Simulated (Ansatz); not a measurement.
Stepwise reaction of `C#[C][Ge]([F])([Cl])[Cl]` with hydrogen fluoride, as a gas-phase model of exchange steps in deposition or etching. ΔE in kJ/mol; ΔG adds harmonic PBE0-D4 terms to CCSD(T)/CBS, at 1 bar.

Program: Ansatz. Geometries: PBE0-D4/def2-TZVP. ΔE: electronic, gas phase. CCSD(T)/CBS is the MP2 limit (def2-TZVPP, def2-QZVPP) plus CCSD(T) − MP2 in def2-TZVPP, frozen cores. This one scheme is used for every species. Functionals use def2-TZVPP. B3LYP here is the variant with VWN-RPA as its local correlation; programs differ in this. For Ge outer-core shells are correlated without core-valence functions, which leaves a few kJ/mol of doubt a bond. Scalar relativity is left out up to krypton.

```
step                                                            reaction  PBE-D4  B3LYP-D4  ωB97M-V  CCSD(T)/CBS  ΔG(400 K)
   1  `C#[C][Ge]([F])([Cl])[Cl]` + H–F → `C#[C][Ge]([F])([F])[Cl]` + HCl    10.3       6.2      5.3          9.5        3.7
   2    `C#[C][Ge]([F])([F])[Cl]` + H–F → `C#[C][Ge]([F])([F])[F]` + HCl    10.7       6.1      5.5          8.8        6.7
```

(1) By hand: ΔE of the 2 steps together at CCSD(T)/CBS.

Answers

(1) (9.5) + (8.8) = 18.3 kJ/mol, or 9.2 kJ/mol a step.

In ΔE the steps differ by no more than 0.7 kJ/mol. All are uphill at CCSD(T)/CBS. ΔG lies between 3.7 and 6.7 kJ/mol a step. PBE-D4 differs from CCSD(T)/CBS by 0.8 to 1.9 kJ/mol a step. Only this route is followed, and other bonds may react first. Isolated molecules leave out the surface, adducts and barriers. Largest T1 diagnostic: 0.013.
